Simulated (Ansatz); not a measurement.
Reaction (ligand exchange at a B–C bond): `BC(C)[SiH3]` + `CCNC` → `BN(C)CC` + `CC[SiH3]`

Computed with Ansatz on PBE0-D4/def2-TZVP structures; ΔE is electronic, products minus reactants. CCSD(T)/CBS is the MP2 limit (def2-TZVPP, def2-QZVPP) plus CCSD(T) − MP2 in def2-TZVPP, frozen cores. Functionals use def2-TZVPP. One conformer a species, not always the lowest.

`BC(C)[SiH3]`:

Z-matrix (Å, degrees):
```
C
C 1 1.528
Si 1 1.911 2 109.8
B 1 1.529 2 118.8 3 114.4
H 1 1.098 2 112.5 3 -111.1
H 2 1.093 1 111.0 3 -65.4
H 2 1.093 1 110.7 3 175.8
H 2 1.093 1 112.6 3 55.5
H 3 1.488 1 111.6 2 73.0
H 3 1.487 1 107.1 2 -45.3
H 3 1.485 1 111.4 2 -165.0
H 4 1.199 1 120.6 2 164.3
H 4 1.199 1 120.4 2 -20.8
```

`CCNC`:

Cartesian coordinates in Å:
```
C -1.644 -0.569 -0.662
C -0.204 -0.108 -0.609
N 0.172 0.285 0.732
C 1.558 0.675 0.842
H -2.312 0.217 -0.304
H -1.933 -0.836 -1.681
H -1.797 -1.453 -0.034
H -0.070 0.762 -1.262
H 0.455 -0.898 -1.015
H -0.025 -0.475 1.372
H 1.799 0.905 1.882
H 2.270 -0.088 0.483
H 1.730 1.583 0.256
```

`BN(C)CC`:

Z-matrix (Å, degrees):
```
C
N 1 1.447
H 1 1.096 2 110.8
H 1 1.096 2 110.8 3 119.3
H 1 1.088 2 109.9 3 -120.3
C 2 1.455 1 111.5 3 -59.6
B 2 1.386 1 122.0 3 120.4
C 6 1.510 2 115.7 1 -179.6
H 6 1.099 2 108.0 1 -56.6
H 6 1.099 2 108.0 1 57.3
H 7 1.194 2 120.9 1 -180.0
H 7 1.198 2 118.0 1 0.1
H 8 1.092 6 109.0 2 179.8
H 8 1.091 6 111.7 2 60.3
H 8 1.091 6 111.7 2 -60.6
```

`CC[SiH3]`:

Cartesian coordinates in Å:
```
C -1.111 -0.549 -0.694
C 0.322 -0.613 -0.173
Si 0.840 0.924 0.771
H -1.382 -1.458 -1.239
H -1.251 0.295 -1.374
H -1.828 -0.431 0.123
H 1.024 -0.757 -1.001
H 0.451 -1.478 0.487
H -0.049 1.134 1.948
H 0.740 2.126 -0.102
H 2.243 0.807 1.255
```

CCSD(T)/CBS gives -33.2 kcal/mol.

Q: Another level gave -32.7 kcal/mol. Which?
A. revPBE/def2-TZVPP
B. LDA (SPW92)/def2-TZVPP
C. BLYP-D4/def2-TZVPP
D. r2SCANh-D4/def2-TZVPP

A: D. r2SCANh-D4 -32.7, BLYP-D4 -33.9, revPBE -31.5, LDA (SPW92) -35.2 kcal/mol.

Largest T1 diagnostic among the species: 0.012.

In def2-TZVPP, CCSD(T) changes the Hartree–Fock value by −1.7 kcal/mol (the triples alone add −0.3 kcal/mol) and MP2 by −1.8 kcal/mol. Leaving LDA and LC-ωPBE aside and taking each functional with its dispersion term where it has one, the values, not all of them listed here, spread over 2.2 kcal/mol, from CAM-B3LYP-D4 to revPBE-D4. LDA lies −2.6 kcal/mol from PBE without D4. At CCSD(T), def2-SVP lies −3.3 kcal/mol from the extrapolated value and def2-TZVPP −0.4 kcal/mol.

CCSD(T)/CBS has its own doubt, a few kJ/mol and more with outer-core shells, so smaller differences from it don't rank the levels.
